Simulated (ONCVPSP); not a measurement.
## Pt, ONCV: configuration errors across variants

ONCVPSP 4.0.1 input, shortened (lines: element, Z, core and valence counts, functional; n l f; lmax; l rc ep ncon nbas qcut; lloc lpopt rc5 dvloc0; l nproj debl; icmod fcfact rcfact), LDA (Perdew-Zunger), scalar-relativistic:

```
  Pt 78.00    9    6        3      upf
    1    0    2.00
    2    0    2.00
    2    1    6.00
    3    0    2.00
    3    1    6.00
    3    2   10.00
    4    0    2.00
    4    1    6.00
    4    2   10.00
    4    3   14.00
    5    0    2.00
    5    1    6.00
    5    2    9.00
    6    0    0.75
    6    1    0.25
    3
    0    1.80    0.00    4    7    5.20
    1    1.65    0.00    4    8    7.00
    2    1.85    0.00    5    9    6.70
    3    1.00    0.00    3    8   18.70
    4    3    0.95    2.00
    0    2    0.70
    1    2    3.30
    2    2    1.80
    3    2    1.10
    3    2.25    1.50
```

In the f channel the program set the typed energies aside and used -2.611, 0.250 Ha.

All-electron excitation energies from the reference (eV): (1) 4f14 5s2 5p6 5d9 6s1 6p0 -1.258; (2) 4f14 5s2 5p6 5d9 6s0 6p0 8.287; (3) 4f14 5s2 5p6 5d9.5 6s0.5 6p0 -1.344.

1 further variants failed, have other tests or another functional or relativity, and are left out.

Errors AE − PS in meV (a dash: test not solved or not reliable):

| change | (1) | (2) | (3) | bound ghosts | GHOST(+) flags above zero |
| --- | --- | --- | --- | --- | --- |
| base | +0.3 | -4.9 | -1.9 | none | s |
| d: qcut 10.1 | +0.3 | -5.0 | -1.9 | none | s |
| p: rc 1.5 | +0.3 | -5.0 | -1.9 | none | s |
| s: ncon 3, nbas 6 | +0.3 | -4.7 | -1.8 | none | s |
| s: qcut 6.4; p: qcut 8.6; d: qcut 8.3; f: qcut 23.1 | +0.3 | -4.6 | -1.9 | none | s |
| f: qcut 22.6 | +0.3 | -4.8 | -1.9 | none | s |
| core correction Teter function, fcfact 2.25, rcfact 1.12 | +0.3 | -4.9 | -1.9 | none | s |

Question: Give the same row for: all radii but the core radius scaled by about 1.05 (s 1.90, p 1.74, d 1.94, f 1.06 bohr); local potential polynomial inside 1.00 bohr (lpopt 3, dvloc0 2 Ha).

Answer: +0.3, -5.1, -1.9; bound ghosts: none; GHOST(+) flags above zero: s.
